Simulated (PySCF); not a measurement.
SMILES [OH][Al]([OH])[O][SiH2]O[Si](O)(O)O, singlet, GFN2-xTB optimised geometry.

```
17

Si    -2.70     2.05    -1.44
O     -3.19     1.15    -2.70
O     -3.87     1.99    -0.32
O     -2.44     3.61    -1.79
O     -1.29     1.43    -0.93
Si     0.02     1.80    -0.07
O      0.92     0.46     0.00
Al     1.79    -0.97     0.00
O      1.05    -2.45     0.00
O      3.44    -0.97     0.00
H     -2.58     0.98    -3.41
H     -4.19     1.14    -0.04
H     -3.16     4.22    -1.66
H     -0.36     2.14     1.30
H      0.79     2.82    -0.78
H      0.18    -2.82    -0.02
H      4.19    -0.39     0.00
```

Density from CAM-B3LYP/def2-SVP (PySCF) at that geometry.

Minimum of the electron density along straight lines between bonded atoms, close to the bond critical point (lines longer than 1.1 times the sum of covalent radii, or with two minima, are not listed):

| bond | length / Å | ρ at the minimum / e bohr⁻³ | ∇²ρ there / e bohr⁻⁵ | position (fraction from the first atom) |
|---|---|---|---|---|
| Si1–O2 | 1.625 | 0.132 | 1.09 | 0.41 |
| Si1–O3 | 1.620 | 0.134 | 1.12 | 0.41 |
| Si1–O4 | 1.620 | 0.134 | 1.12 | 0.41 |
| Si1–O5 | 1.618 | 0.130 | 1.10 | 0.41 |
| O5–Si6 | 1.617 | 0.129 | 1.12 | 0.59 |
| Si6–O7 | 1.613 | 0.131 | 1.13 | 0.41 |
| O7–Al8 | 1.679 | 0.100 | 0.94 | 0.57 |
| Al8–O9 | 1.652 | 0.108 | 1.04 | 0.43 |
| Al8–O10 | 1.650 | 0.108 | 1.06 | 0.43 |
| O2–H11 | 0.953 | 0.354 | -2.49 | 0.82 |
| O3–H12 | 0.953 | 0.354 | -2.49 | 0.82 |
| O4–H13 | 0.953 | 0.353 | -2.51 | 0.82 |
| Si6–H14 | 1.462 | 0.120 | 0.34 | 0.49 |
| Si6–H15 | 1.460 | 0.121 | 0.33 | 0.49 |
| O9–H16 | 0.947 | 0.357 | -2.55 | 0.82 |
| O10–H17 | 0.947 | 0.358 | -2.56 | 0.82 |
